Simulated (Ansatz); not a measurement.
CH$_{7}$BClNSi, relaxed with RKS PBE-D4/def2-SVP in Ansatz 0.2.0 from a rough embedded geometry. The force threshold is 0.03 eV/Å; the program also tests the step.

The species carries charge 0 and has multiplicity 1. The bonds changed during the relaxation, so this is another structure than the one it started from.

Start:

```xyz
12

N    -0.778    0.025    1.841
C    -1.003    0.085    0.416
B     0.171   -0.675   -0.296
Si    1.447    0.184   -1.497
Cl    2.344    1.801   -0.551
H    -1.555    0.696    2.298
H    -0.996   -0.909    2.225
H    -1.930   -0.402    0.173
H    -1.033    1.103    0.086
H     0.356   -1.865   -0.040
H     0.580    0.717   -2.651
H     2.397   -0.761   -2.004
```

```csv
step,energy (eV),largest force (eV/Å),largest move (Å)
1,-23694.7010,3.102,0.000
2,-23695.1200,1.085,0.177
3,-23695.1827,0.439,0.124
4,-23695.1989,0.172,0.049
5,-23695.2052,0.096,0.040
6,-23695.2110,0.182,0.083
7,-23695.2176,0.813,0.166
8,-23695.2487,0.727,0.059
9,-23695.3007,1.030,0.135
10,-23695.4076,1.226,0.178
11,-23695.5850,1.168,0.193
12,-23695.8720,1.027,0.197
13,-23696.1143,0.881,0.195
14,-23696.2296,0.829,0.195
15,-23696.2947,0.607,0.200
16,-23696.3869,0.553,0.195
17,-23696.4384,0.331,0.195
18,-23696.4474,0.351,0.188
19,-23696.4594,0.196,0.066
20,-23696.4635,0.110,0.156
21,-23696.4636,0.128,0.036
22,-23696.4662,0.018,0.021
```

End:

```xyz
12

N    -0.385   -0.141    1.258
C    -1.416    0.154    0.214
B    -0.210   -0.791   -0.197
Si    1.319    0.074   -1.170
Cl    1.600    1.933   -0.126
H     0.234    0.650    1.500
H    -0.666   -0.706    2.065
H    -2.404   -0.265    0.463
H    -1.443    1.226   -0.043
H    -0.380   -1.996   -0.235
H     1.082    0.462   -2.608
H     2.668   -0.599   -1.122
```

Hardware: 4 threads of an Arm Neoverse V1 on a shared host. Wall time 36 s, peak host memory 0.18 GiB.
